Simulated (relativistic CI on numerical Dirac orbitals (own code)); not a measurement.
How well does a small relativistic CI reproduce Ba4+?

Calculated at this level of theory: Dirac-Coulomb-Breit CI, separate exchange-only KLI orbitals for each configuration, model QED, valence Slater integrals scaled by 0.85, P86 correlation energy added to each configuration (own radial code, finite nucleus).

Configuration list (outside the closed core [Kr] 4d10): 5s²5p⁴, 5s5p⁵, 5s²5p³5d, 5p⁶, 5s²5p³4f, 5s5p⁴5d, 5s²5p³5f, 5s²5p³6s, 5s²5p³5g, 5s²5p³6p, 5s²5p²4f5d, 5s5p⁴5f, 5s5p⁴4f, 5s²5p³6d, 5s5p⁴5g, 5s²5p³7s, 5s²5p³7p, 5p⁵4f, 5s5p³4f², 5p⁵5d, 5s²5p³6f, 5s²5p³7d, 5s5p⁴6s, 5s²5p³8s, 5s5p³5d², 5s5p⁴6p, 5s5p³5d6s, 5s²5p²4f², 5s²5p4f²5d, 5s²5p4f³, 5s5p²4f²5d, 5s²5p4f²5f, 5s²5p4f²6s, 5s²5p²5d², 5s²5p5d³, 5s²5p4f5d², 5s5p²5d³, 5s²5p5d²5f, 5s²5p5d²6s. Double excitations out of closed p, d and f shells are left out; levels of such configurations are missing from the list, as are those of other unlisted configurations, and high levels can miss mixing partners. These lack a partner that the ground configuration has and come out too high: 5s²5p³5g, 5s²5p³6p, 5s5p⁴5f, 5s5p⁴4f, 5s²5p³6d.

| Configuration | Term (tabulated) | J | Measured (cm⁻¹) | Computed | Error | Purity (%) |
| --- | --- | --- | --- | --- | --- | --- |
| 5s²5p⁴ | 3P | 2 | 0.0 | 0 | 0 | 82 |
| 5s²5p⁴ | 3P | 0 | 11301.9 | 10787 | -515 | 68 |
| 5s²5p⁴ | 3P | 1 | 16429.1 | 16179 | -250 | 97 |
| 5s²5p⁴ | 1D | 2 | 24720.5 | 24415 | -306 | 81 |
| 5s²5p⁴ | 1S | 0 | 51180.7 | 49487 | -1693 | 67 |
| 5s5p⁵ | 3P° | 2 | 130401.0 | 131571 | 1170 | 77 |
| 5s5p⁵ | 3P° | 1 | 138916.0 | 140145 | 1229 | 67 |
| 5s5p⁵ | 3P° | 0 | 147932.0 | 148595 | 663 | 72 |
| 5s²5p³5d | 5D° | 3 | 159475.0 | 161132 | 1657 | 69 |
| 5s²5p³5d | 5D° | 2 | 159494.0 | 161203 | 1709 | 63 |
| 5s²5p³5d | 5D° | 0 | 160011.0 | 161761 | 1750 | 78 |
| 5s²5p³5d | 5D° | 1 | 160524.0 | 162242 | 1718 | 79 |
| 5s²5p³5d | 3D° | 1 | 174616.0 | 176309 | 1693 | 89 |
| 5s²5p³5d | 1S° | 0 | 178341.0 | 179105 | 764 | 78 |
| 5s²5p³5d | 3F° | 3 | 178823.0 | 180565 | 1742 | 66 |
| 5s²5p³5d | 3G° | 3 | 180878.0 | 182986 | 2108 | 58 |
| 5s²5p³5d | 3D° | 1 | 189360.0 | 190819 | 1459 | 85 |
| 5s²5p³5d | 3P° † | 1 | 197326.0 | 199042 | 1716 | 62 |
| 5s²5p³5d | 3P° † | 0 | 198174.0 | 198968 | 794 | 72 |
| 5s²5p³5d | 3F° † | 2 | 203772.0 | 205265 | 1493 | 68 |
| 5s²5p³5d | 3F° † | 3 | 204482.0 | 205000 | 518 | 64 |
| 5s²5p³5d | 3S° | 1 | 209234.0 | 213753 | 4519 | 56 |
| 5s²5p³5d | 3D° | 3 | 211450.0 | 214682 | 3232 | 62 |
| 5s²5p³5d | 3P° | 0 | 225046.0 | 229212 | 4166 | 73 |
| 5s²5p³6s | 3D° | 1 | 231253.0 | 236398 | 5145 | 64 |
| 5s²5p³5d | 1F° | 3 | 234036.0 | 237806 | 3770 | 74 |
| 5s²5p³6s | 3D° | 3 | 235832.0 | 241290 | 5458 | 95 |
| 5s²5p³6s | 1D° | 2 | 238468.0 | 244172 | 5704 | 70 |
| 5s²5p³5d | 1P° | 1 | 247412.0 | 251674 | 4262 | 56 |
| 5s²5p³6s | 3P° | 0 | 247832.0 | 254057 | 6225 | 96 |
| 5s²5p³6s | 3P° | 1 | 250440.0 | 255766 | 5326 | 65 |
| 5s²5p³6s | 3P° | 2 | 261176.0 | 267357 | 6181 | 66 |
| 5s²5p³6s | 1P° | 1 | 263593.0 | 269955 | 6362 | 55 |

Measured levels from Sansonetti and Curry, J. Phys. Chem. Ref. Data 39, 043103 (2010); pairs were made by configuration, J and term (by order where the table uses no LS term), so strongly mixed levels may be paired wrongly.

Mean error by configuration (cm⁻¹): 5s²5p⁴ -691; 5s5p⁵ 1021; 5s²5p³5d 2468; 5s²5p³6s 5771. Over the excited levels the mean absolute error is 2885 cm⁻¹ (32 of the 50 excited levels that our extract of the source holds in range could be paired, and the others can miss by more), and the median relative error of those above 1,000 cm⁻¹ is 1.5 %. † marks terms whose computed intervals miss the measured ones by more than a factor of 2.5, or configurations far off the rest, from wrong mixing, a near crossing or a doubtful label or measurement; they are left out of the means.
